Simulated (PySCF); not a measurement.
Molecule: `InChI=1S/C4H5F3O/c1-8-2-3(5)4(6)7/h2,4H,1H3/b3-2+`.

Cartesian coordinates in Å; atom numbers follow the order of the lines, from 1:
```xyz
13

C     2.2138   -0.6335   -0.1408
O     0.8455   -0.4554    0.1633
C     0.1763    0.4958   -0.4855
C    -1.1246    0.7227   -0.2848
F    -1.7303    1.7181   -0.9825
C    -2.0386   -0.0097    0.6485
F    -1.6042    0.0588    1.9323
F    -2.0997   -1.3330    0.3526
H     2.7861   -0.5320    0.7832
H     2.3538   -1.6407   -0.5390
H     2.5683    0.0974   -0.8704
H     0.7094    1.1132   -1.2031
H    -3.0602    0.3987    0.6084
```

Frames of a GFN2-xTB Langevin trajectory at 600 K; GIAO PBE0/pcSseg-1 shieldings in PySCF 2.14, gas phase, non-relativistic; equivalent atoms averaged within each frame.

References, each an isolated molecule treated in the same way: TMS for ¹³C (σref 186.93), ¹H (σref 31.72); H2O for ¹⁷O (σref 336.08); ¹⁹F (σref 170.95) vs CFCl3. The references are static minima.

Task: How do the shifts (ppm) fluctuate along the trajectory?

Result: 
| time (fs) | C4 | C3 | C6 | C1 | O2 | F7/F8 | F5 | H12 | H13 | H9/H10/H11 |
| --- | --- | --- | --- | --- | --- | --- | --- | --- | --- | --- |
| 250 | 174.4 | 169.9 | 123.5 | 77.5 | 119.0 | -123.5 | -166.4 | 8.98 | 7.43 | 5.37 |
| 425 | 152.3 | 153.6 | 120.2 | 81.4 | 118.4 | -131.4 | -188.5 | 7.17 | 7.48 | 4.45 |
| 625 | 167.2 | 160.4 | 118.0 | 74.0 | 108.4 | -130.4 | -182.3 | 7.86 | 6.15 | 5.14 |
| 800 | 149.8 | 148.4 | 126.7 | 63.1 | 88.2 | -126.0 | -170.3 | 6.89 | 7.60 | 2.72 |
| 1000 | 157.4 | 145.5 | 134.4 | 71.2 | 79.3 | -92.5 | -170.0 | 7.23 | 6.94 | 4.93 |
| mean of frames | 160.2 | 155.6 | 124.6 | 73.4 | 102.7 | -120.8 | -175.5 | 7.63 | 7.12 | 4.52 |
| standard deviation | 10.4 | 9.8 | 6.4 | 6.9 | 18.0 | 16.1 | 9.5 | 0.84 | 0.60 | 1.06 |

5 frames give an uncertainty of the mean of about the standard deviation over 2.2 at best, since frames this close in time may not be independent; classical motion lacks zero-point vibration, and the reference would need the same averaging.
